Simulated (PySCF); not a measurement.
State search for Cs₂

Unrestricted PBE0; PySCF, scalar-relativistic core potentials, basis sets Cs def2-SVPD with ECP46. Outer shells of the fragments: Cs 6s1; Cs 6s1.

Followed along the bond (rough minima from three points):

```tsv
2Ms+1	unpaired	⟨S²⟩ at the start	R at minimum (Å)	Te (eV)
1	none	0.00	4.77	0.00
3	σ ↑, π ↑	2.00	4.68	0.99
1	σ ↑, π ↓	1.00	4.83	1.22
3	σ ↑↑	2.00	none in the scan	≤ 0.38
```

Solutions found at the starting distance of 4.410 Å, counted from the lowest of them; the search is not exhaustive and high or unbound solutions are not listed, so other states can lie among these:

| 2Ms+1 | unpaired | term | E (eV) | ⟨S²⟩ | ⟨Lz²⟩ |
| --- | --- | --- | --- | --- | --- |
| 1 | none | ¹Σ⁺ | 0.00 | 0.00 | 0.00 |
| 3 | σ ↑↑ | ³Σ⁺ | 0.59 | 2.00 | 0.00 |
| 3 | σ ↑, π ↑ | ³Π | 0.97 | 2.00 | 1.01 |
| 1 | σ ↑, π ↓ | mixed | 1.22 | 1.00 | 1.01 |
| 3 | σ ↑, δ ↑ | ³Δ | 1.88 | 2.00 | 4.00 |
| 1 | σ ↑, δ ↓ | mixed | 2.02 | 1.00 | 4.00 |

A term symbol is given only where ⟨S²⟩ and ⟨Lz²⟩ are close to those of a pure state; the other rows mix spins, or terms through real π, δ and φ orbitals, and g/u labels are left off.

Spin–orbit coupling is left out. Counting both spins, an empty level lies below a filled one in some of these solutions, because spin and occupation are held.
